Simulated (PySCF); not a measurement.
**Electron correlation in Ga (gallium, neutral)**

[Ar] 3d10 4s1 4p1 5s1, high-spin 4P determinant (an excited configuration). Computed with PySCF 2.14 in aug-cc-pwCVDZ-PP with ECP10MDF, with scalar relativity through the core potential. Frozen: 3s2 3p6 3d10; 3 electrons correlated.

MP2 pair energies summed by pair of shells (mhartree):

```json
{"pair": "4s-4p", "energy": "-2.16", "share (%)": "37.8"}
{"pair": "4p-5s", "energy": "-2.13", "share (%)": "37.4"}
{"pair": "4s-5s", "energy": "-1.42", "share (%)": "24.8"}
```

Total MP2 correlation energy: -5.71 mhartree.

Same-spin part -5.71 and opposite-spin part 0.00 mhartree; SCS-MP2 scales them by 1/3 and 6/5 to -1.90 mhartree.
